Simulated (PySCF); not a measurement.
A PySCF script (with the pyscf-properties extension) for the NMR shieldings of SMILES C1C[C@@](C#N)([SiH2]F)[SiH2]C1, C$_{5}$H$_{10}$FNSi$_{2}$, on a GFN2-xTB geometry:

```python
import basis_set_exchange as bse
import numpy as np
from pyscf import gto, dft
from pyscf.prop import nmr

atoms = """
N     0.066887   -1.274348    2.751215
C     0.285959   -0.846990    1.709749
C     0.560513   -0.318911    0.415420
Si    2.385708   -0.676686    0.005519
F     2.650259    0.051449   -1.410044
C    -0.405037   -0.954306   -0.608061
C    -1.770555   -0.292448   -0.452942
C    -1.574005    1.224927   -0.520803
Si    0.051375    1.551686    0.415189
H     2.623630   -2.087314   -0.255083
H     3.295751   -0.052672    0.948557
H    -0.474880   -2.034614   -0.458930
H    -0.027830   -0.773652   -1.617896
H    -2.461184   -0.641538   -1.223758
H    -2.186601   -0.564439    0.520134
H    -2.435033    1.747504   -0.109365
H    -1.483230    1.537203   -1.562139
H    -0.113900    2.044060    1.782790
H     1.002370    2.370337   -0.337015
"""
names = dict.fromkeys(["N", "C", "Si", "F", "H"], "pcSseg-1")
basis = {el: gto.basis.parse(bse.get_basis(n, elements=[el], fmt="nwchem")) for el, n in names.items()}
mol = gto.M(atom=atoms, basis=basis, charge=0, verbose=0)
mf = dft.RKS(mol, xc="PBE0")
mf.grids.level = 2
mf.grids.alignment = dft.numint.BLKSIZE   # the property module wants whole blocks of grid points
mf.conv_tol = 1e-9
mf.kernel()

calc = nmr.RKS(mf)   # GIAO
C = mf.mo_coeff
Co = C[:, mf.mo_occ > 0]
resp = mf.gen_response(singlet=True, hermi=2)
def vind(x):   # induced exchange potential for any number of trial vectors
    d = np.einsum("pi,xij,qj->xpq", C, 2 * x.reshape(-1, C.shape[1], Co.shape[1]), Co, optimize=True)
    return np.einsum("xpq,pi,qj->xij", resp(d - d.transpose(0, 2, 1)), C, Co, optimize=True).ravel()
mo1, _ = nmr.rhf.solve_mo1(calc, with_cphf=vind)
sigma = calc.kernel(mo1)
for i, s in enumerate(sigma):   # ppm
    print("%2d %-2s %9.2f" % (i, mol.atom_pure_symbol(i), np.trace(s) / 3))
```

Question: What does it print?

Answer: 
```
 0 N     -27.12
 1 C      61.73
 2 C     176.40
 3 Si    350.26
 4 F     395.08
 5 C     148.06
 6 C     156.27
 7 C     175.59
 8 Si    364.10
 9 H      26.53
10 H      26.49
11 H      29.42
12 H      30.06
13 H      29.45
14 H      29.66
15 H      30.40
16 H      30.74
17 H      27.18
18 H      27.11
```

These numbers come from an equivalent density-fitted implementation of the same equations, which agrees with the script to about 0.01 ppm for H and up to a few tenths of a ppm for heavy atoms, so last digits may differ.

Question: Turn these shieldings into chemical shifts. Scale: NH3 for ¹⁵N (σref 267.73); TMS for ¹³C (σref 186.93), ²⁹Si (σref 349.16), ¹H (σref 31.72); CFCl3 for ¹⁹F (σref 170.95) (reference shieldings calculated alike).

Answer: Averaging equivalent atoms: N 0: 294.8; C 1: 125.2; C 5: 38.9; C 6: 30.7; C 7: 11.3; C 2: 10.5; Si 3: -1.1; Si 8: -14.9; F 4: -224.1; H 10: 5.23; H 9: 5.19; H 18: 4.61; H 17: 4.54; H 11: 2.30; H 13: 2.26; H 14: 2.06; H 12: 1.66; H 15: 1.32; H 16: 0.98 ppm. Unscaled 19F shifts against computed CFCl3 carry errors that often reach 10 to 50 ppm. Experimental scales use liquid or dissolved standards, which lie at an offset from isolated NH3 (liquid NH3: subtract about 20 ppm). Unscaled 15N shifts of sp2 nitrogen come out 20 to 40 ppm too high even then.

Size and cost of the density-fitted run: 217 basis functions, 74 s wall time on 1 thread of an AMD EPYC, shared host; peak memory 0.89 GiB.
